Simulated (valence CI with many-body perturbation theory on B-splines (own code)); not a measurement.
## Level structure of Pm¹⁰⁺

Computed by relativistic CI+MBPT: five valence electrons over a frozen Dirac-Fock core [Kr] 4d10, a basis of 7 s, 7 p, 7 d, 7 f, 4 g, 2 h functions for each j, with the one-electron correlation potential Σ1 (screened to all orders), the two-electron term Σ2, the three-electron term Σ3, Breit, model QED; selected single and double excitations, second order for the rest, scaled by the run's own slope (own B-spline code, finite nucleus).

No measured spectrum was set against this ion. As an estimate, terms of the open shell hold to a few per cent of their energy, and close levels can change places; configurations with another count of f electrons can be misplaced by thousands of cm⁻¹. Among the levels kept, up to 2900 cm⁻¹ of a level comes from second order outside the variational space, and about a tenth of that is noise between levels of different J, which matters for small intervals. The lowest computed level is not the ground level that NIST lists (°, for many ions itself from theory).

Levels 1 to 45 of 221, with energies above the lowest level, 4f2 5s2 5p 4I°_9/2. "Leading %" is the weight of the configuration and term that name the level; weights of strongly mixed levels are sums over their largest components and can fall short. In the jj column 3d3/2^4 stands for four electrons in 3d with j = 3/2. Lifetimes count E1, E2, E3, M1 and M2 decay at the calculated energies, and are blank where another channel may lead or the interval is too uncertain; long ones can be off by a factor of two.

| No. | Configuration | Term | J | E (cm⁻¹) | Leading % | Leading jj | Second component | Lifetime |
| --- | --- | --- | --- | --- | --- | --- | --- | --- |
| 1 | 4f2 5s2 5p | 4I° | 9/2 | 0.0 | 59 | 4f5/2^2 5s^2 5p1/2 (87 %) | 28 % 4f2 5s2 5p 2H° |  |
| 2 | 4f3 5s2 | 4I° | 9/2 | 3031 | 90 | 4f5/2^3 5s^2 (57 %) |  |  |
| 3 | 4f3 5s2 | 4I° | 11/2 | 5249 | 85 | 4f5/2^2 4f7/2 5s^2 (75 %) | 7 % 4f2 5s2 5p 4I° | 569 ms |
| 4 | 4f2 5s2 5p | 4H° | 7/2 | 5589 | 54 | 4f5/2^2 5s^2 5p1/2 (74 %) | 29 % 4f2 5s2 5p 2G° | 5.72 s |
| 5 | 4f2 5s2 5p | 4I° | 11/2 | 7059 | 46 | 4f5/2 4f7/2 5s^2 5p1/2 (83 %) | 20 % 4f2 5s2 5p 4H° | 144 ms |
| 6 | 4f2 5s2 5p | 4H° | 9/2 | 7570 | 39 | 4f5/2 4f7/2 5s^2 5p1/2 (94 %) | 22 % 4f2 5s2 5p 4G° | 2.20 s |
| 7 | 4f3 5s2 | 4I° | 13/2 | 8173 | 97 | 4f5/2 4f7/2^2 5s^2 (79 %) |  | 902 ms |
| 8 | 4f2 5s2 5p | 4G° | 5/2 | 9044 | 76 | 4f5/2^2 5s^2 5p1/2 (68 %) | 15 % 4f2 5s2 5p 2F° | 181 s |
| 9 | 4f3 5s2 | 4I° | 15/2 | 11017 | 97 | 4f7/2^3 5s^2 (50 %) |  | 1.36 s |
| 10 | 4f2 5s2 5p | 2D° | 3/2 | 11248 | 46 | 4f5/2^2 5s^2 5p1/2 (59 %) | 37 % 4f2 5s2 5p 4F° | 64.8 s |
| 11 | 4f2 5s2 5p | 4G° | 7/2 | 11717 | 46 | 4f5/2 4f7/2 5s^2 5p1/2 (87 %) | 20 % 4f2 5s2 5p 2G° | 1.14 s |
| 12 | 4f2 5s2 5p | 4G° | 11/2 | 11776 | 47 | 4f7/2^2 5s^2 5p1/2 (78 %) | 29 % 4f2 5s2 5p 2H° | 523 ms |
| 13 | 4f2 5s2 5p | 4H° | 13/2 | 13267 | 39 | 4f7/2^2 5s^2 5p1/2 (70 %) | 31 % 4f2 5s2 5p 4I° | 144 ms |
| 14 | 4f2 5s2 5p | 4F° | 5/2 | 13569 | 30 | 4f5/2 4f7/2 5s^2 5p1/2 (85 %) | 28 % 4f2 5s2 5p 4D° | 3.22 s |
| 15 | 4f2 5s2 5p | 2G° | 9/2 | 14164 | 27 | 4f5/2 4f7/2 5s^2 5p1/2 (80 %) | 21 % 4f2 5s2 5p 4G° | 172 ms |
| 16 | 4f2 5s2 5p | 4D° | 7/2 | 17589 | 45 | 4f5/2 4f7/2 5s^2 5p1/2 (75 %) | 26 % 4f2 5s2 5p 2F° | 227 ms |
| 17 | 4f3 5s2 | 4F° | 3/2 | 19413 | 89 | 4f5/2^3 5s^2 (41 %) | 5 % 4f3 5s2 2D° | 7.17 s |
| 18 | 4f2 5s2 5p | 2F° | 7/2 | 19802 | 36 | 4f7/2^2 5s^2 5p1/2 (74 %) | 27 % 4f2 5s2 5p 2G° | 193 ms |
| 19 | 4f3 5s2 | 2H° | 9/2 | 20467 | 68 | 4f5/2^2 4f7/2 5s^2 (37 %) | 13 % 4f3 5s2 2G° | 125 ms |
| 20 | 4f3 5s2 | 4F° | 5/2 | 20723 | 92 | 4f5/2^2 4f7/2 5s^2 (66 %) |  | 2.91 s |
| 21 | 4f3 5s2 | 4S° | 3/2 | 21218 | 85 | 4f5/2^2 4f7/2 5s^2 (54 %) | 6 % 4f3 5s2 2P° | 6.80 s |
| 22 | 4f2 5s2 5p | 2H° | 9/2 | 21824 | 32 | 4f7/2^2 5s^2 5p1/2 (57 %) | 24 % 4f3 5s2 4F° | 56.3 ms |
| 23 | 4f3 5s2 | 4F° | 7/2 | 22119 | 82 | 4f5/2^2 4f7/2 5s^2 (50 %) | 6 % 4f3 5s2 2G° | 946 ms |
| 24 | 4f3 5s2 | 4F° | 9/2 | 24251 | 58 | 4f5/2 4f7/2^2 5s^2 (56 %) | 11 % 4f2 5s2 5p 2H° | 92.7 ms |
| 25 | 4f3 5s2 | 2H° | 11/2 | 24680 | 91 | 4f5/2 4f7/2^2 5s^2 (64 %) | 4 % 4f3 5s2 4G° | 169 ms |
| 26 | 4f3 5s2 | 4G° | 5/2 | 26498 | 83 | 4f5/2^3 5s^2 (38 %) | 6 % 4f 5s2 5p2 4G° | 1.71 s |
| 27 | 4f3 5s2 | 2G° | 7/2 | 26968 | 66 | 4f5/2^2 4f7/2 5s^2 (64 %) | 24 % 4f3 5s2 4G° | 255 ms |
| 28 | 4f2 5s2 5p | 2P° | 3/2 | 28718 | 40 | 4f5/2 4f7/2 5s^2 5p1/2 (33 %) | 23 % 4f2 5s2 5p 2D° | 218 ms |
| 29 | 4f2 5s2 5p | 2F° | 5/2 | 28883 | 54 | 4f5/2 4f7/2 5s^2 5p1/2 (52 %) | 17 % 4f2 5s2 5p 2D° | 37.5 ms |
| 30 | 4f3 5s2 | 2K° | 13/2 | 29237 | 91 | 4f5/2^2 4f7/2 5s^2 (64 %) |  | 201 ms |
| 31 | 4f3 5s2 | 4G° | 7/2 | 29440 | 70 | 4f5/2^2 4f7/2 5s^2 (46 %) | 22 % 4f3 5s2 2G° | 336 ms |
| 32 | 4f3 5s2 | 4G° | 9/2 | 30453 | 58 | 4f5/2 4f7/2^2 5s^2 (55 %) | 24 % 4f3 5s2 2G° | 156 ms |
| 33 | 4f3 5s2 | 2D° | 3/2 | 32014 | 30 | 4f5/2 4f7/2^2 5s^2 (31 %) | 24 % 4f2 5s2 5p 4D° | 108 ms |
| 34 | 4f3 5s2 | 2G° | 9/2 | 32223 | 51 | 4f7/2^3 5s^2 (60 %) | 36 % 4f3 5s2 4G° | 141 ms |
| 35 | 4f3 5s2 | 2K° | 15/2 | 32380 | 93 | 4f5/2^2 4f7/2 5s^2 (46 %) | 4 % 4f3 5s2 2L° | 142 ms |
| 36 | 4f2 5s2 5p | 4D° | 1/2 | 32506 | 86 | 4f5/2^2 5s^2 5p1/2 (35 %) | 5 % 4f2 5s2 5p 2P° | 74.1 ms |
| 37 | 4f2 5s2 5p | 2S° | 1/2 | 32674 | 56 | 4f5/2 4f7/2 5s^2 5p1/2 (58 %) | 34 % 4f2 5s2 5p 4P° | 1.40 s |
| 38 | 4f3 5s2 | 4G° | 11/2 | 33306 | 91 | 4f7/2^3 5s^2 (43 %) | 6 % 4f3 5s2 2H° | 277 ms |
| 39 | 4f3 5s2 | 2D° | 5/2 | 34011 | 57 | 4f5/2 4f7/2^2 5s^2 (38 %) | 9 % 4f2 5s2 5p 2D° | 92.3 ms |
| 40 | 4f2 5s2 5p | 2I° | 11/2 | 35204 | 58 | 4f5/2 4f7/2 5s^2 5p1/2 (69 %) | 30 % 4f2 5s2 5p 2H° | 77.2 ms |
| 41 | 4f3 5s2 | 2P° | 1/2 | 35238 | 83 | 4f5/2^2 4f7/2 5s^2 (49 %) | 6 % 4f3 5s2 4D° | 176 ms |
| 42 | 4f2 5s2 5p | 4D° | 3/2 | 36026 | 37 | 4f5/2 4f7/2 5s^2 5p1/2 (35 %) | 17 % 4f3 5s2 2D° | 52.5 ms |
| 43 | 4f2 5s2 5p | 2I° | 13/2 | 36346 | 44 | 4f5/2 4f7/2 5s^2 5p1/2 (64 %) | 43 % 4f2 5s2 5p 2K° | 46.2 ms |
| 44 | 4f 5s2 5p2 | 4G° | 5/2 | 36597 | 24 | 4f5/2 5s^2 5p1/2^2 (61 %) | 13 % 4f 5s2 5p2 2F° | 107 ms |
| 45 | 4f3 5s2 | 2D° | 5/2 | 38557 | 39 | 4f7/2^2 5s^2 5p1/2 (34 %) | 14 % 4f2 5s2 5p 4D° | 43.0 ms |

Names give the largest LS component (configuration and term), which can be under half, so a name can repeat, a term be missing and a line seem to break the LS rules; names also repeat where a configuration has a term twice.

Where two levels of one J and parity lie close, their mixing, g and order are uncertain.

The ionisation energy to 4f2 5s2 3H_4 of the next ion comes out as 169.4 eV (NIST: 174 ± 9 eV (theoretical)). All 221 levels together are meant to be complete up to 184570 cm⁻¹.
